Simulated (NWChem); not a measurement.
H$_{3}$O$_{2}$ cation; SMILES [OH2+]O

```xyz
5

O     -0.0051     0.7831    -0.0785
O      0.0045    -0.6683     0.0724
H      0.0563     1.0532     0.8784
H      0.7868    -0.9860    -0.4651
H     -0.8386    -0.9859    -0.3638
```
Atoms are numbered in this order, from 1.

All runs use the structure optimised with PBE-D3(BJ)/def2-SVP. B3LYP is NWChem's, with the RPA form of VWN correlation.

Problem. List the 6 lowest vertical singlet excitations and the 6 lowest triplet ones from B3LYP/aug-cc-pVDZ, full TDDFT (NWChem).

Solution. 
```tsv
state	energy (eV)	oscillator strength	leading excitation (squared amplitude)
S1	5.51	0.000	HOMO → LUMO (0.99)
S2	7.56	0.024	HOMO−1 → LUMO (0.97)
S3	8.71	0.001	HOMO → LUMO+1 (0.99)
S4	10.10	0.002	HOMO−1 → LUMO+1 (0.99)
S5	10.43	0.017	HOMO → LUMO+3 (0.98)
S6	10.63	0.019	HOMO → LUMO+2 (0.99)
T1	4.01	spin-forbidden	HOMO → LUMO (0.99)
T2	5.63	spin-forbidden	HOMO−1 → LUMO (0.97)
T3	8.48	spin-forbidden	HOMO → LUMO+1 (0.96)
T4	9.62	spin-forbidden	HOMO−1 → LUMO+1 (0.93)
T5	9.82	spin-forbidden	HOMO−2 → LUMO (0.96)
T6	9.96	spin-forbidden	HOMO → LUMO+3 (0.94)
```
